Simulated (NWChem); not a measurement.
# BiH2Br; SMILES [BiH2][Br]

```xyz
4

Bi     0.0254     0.7644     0.0000
H     -1.2479     0.8991    -1.2657
H     -1.2479     0.8991     1.2657
Br     0.0110    -1.8641     0.0000
```
Atoms are numbered in this order, from 1.

Computed with NWChem. Coordinates come from a PBE0/def2-SVP optimisation. def2 effective core potentials on Bi; no spin-orbit coupling. B3LYP is NWChem's, with the RPA form of VWN correlation. Ions are spin-unrestricted doublets at the neutral geometry; other ion states weren't tried.

| level | vertical ionisation energy, ΔSCF (eV) | −ε(HOMO) (eV) | ΔSCF minus −ε(HOMO) (eV) |
|---|---|---|---|
| B3LYP/def2-SVP | 9.61 | 7.17 | 2.44 |
| PBE/def2-SVP | 9.38 | 6.24 | 3.14 |
| M06-2X/def2-SVP | ? | ? | ? |
| BHandHLYP/def2-SVP | 9.71 | 8.44 | 1.27 |
| PBE0/def2-SVP | 9.65 | 7.45 | 2.20 |

Some entries are withheld; supply them.


- M06-2X/def2-SVP, vertical ionisation energy, ΔSCF (eV): 9.82
- M06-2X/def2-SVP, −ε(HOMO) (eV): 8.57
- M06-2X/def2-SVP, ΔSCF minus −ε(HOMO) (eV): 1.25
